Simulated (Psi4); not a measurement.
Level of theory: Psi4 with SAPT0/jun-cc-pVDZ, frozen core.

Psi4 input:

```
molecule {
0 1
F -0.86397048 -0.47746791 -0.88518288
C -0.00005430 0.00009173 -0.00001705
F -0.30340349 1.26061192 0.27779519
F -0.05841676 -0.72369408 1.10943012
F 1.22584504 -0.05954166 -0.50202538
--
0 1
C 2.68383845 1.78959013 -3.12240339
Br 0.74077005 2.02560352 -3.14427015
H 3.12686359 2.73769686 -2.83891822
H 2.99052866 1.49549376 -4.11990279
H 2.91287681 1.01671064 -2.39731927
units angstrom
symmetry c1
no_reorient
no_com
}
set basis jun-cc-pvdz
set scf_type df
set freeze_core true
energy('sapt0')
```

Part of the output:

```
    SAPT Results
  --------------------------------------------------------------------------------------------------------
    Electrostatics                 -2.65228994 [mEh]      -1.66433706 [kcal/mol]      -6.96358627 [kJ/mol]
      Elst10,r                     -2.65228994 [mEh]      -1.66433706 [kcal/mol]      -6.96358627 [kJ/mol]

    Exchange                        4.25523138 [mEh]       2.67019801 [kcal/mol]      11.17210846 [kJ/mol]
      Exch10                        4.25523138 [mEh]       2.67019801 [kcal/mol]      11.17210846 [kJ/mol]
      Exch10(S^2)                   4.24514566 [mEh]       2.66386912 [kcal/mol]      11.14562838 [kJ/mol]

    Induction                      -0.22091903 [mEh]      -0.13862878 [kcal/mol]      -0.58002283 [kJ/mol]
      Ind20,r                      -2.72017905 [mEh]      -1.70693812 [kcal/mol]      -7.14182911 [kJ/mol]
      Exch-Ind20,r                  2.70039039 [mEh]       1.69452055 [kcal/mol]       7.08987400 [kJ/mol]
      delta HF,r (2)               -0.20113037 [mEh]      -0.12621121 [kcal/mol]      -0.52806772 [kJ/mol]

    Dispersion                     -1.98335780 [mEh]      -1.24457581 [kcal/mol]      -5.20730519 [kJ/mol]
      Disp20                       -2.27820384 [mEh]      -1.42959449 [kcal/mol]      -5.98142335 [kJ/mol]
      Exch-Disp20                   0.29484604 [mEh]       0.18501868 [kcal/mol]       0.77411816 [kJ/mol]
      Disp20 (SS)                  -1.13910192 [mEh]      -0.71479725 [kcal/mol]      -2.99071167 [kJ/mol]
      Disp20 (OS)                  -1.13910192 [mEh]      -0.71479725 [kcal/mol]      -2.99071167 [kJ/mol]
      Exch-Disp20 (SS)              0.16216501 [mEh]       0.10176008 [kcal/mol]       0.42576418 [kJ/mol]
      Exch-Disp20 (OS)              0.13268103 [mEh]       0.08325860 [kcal/mol]       0.34835399 [kJ/mol]

  Total HF                          1.38202242 [mEh]       0.86723216 [kcal/mol]       3.62849936 [kJ/mol]
  Total SAPT0                      -0.60133538 [mEh]      -0.37734365 [kcal/mol]      -1.57880582 [kJ/mol]
```
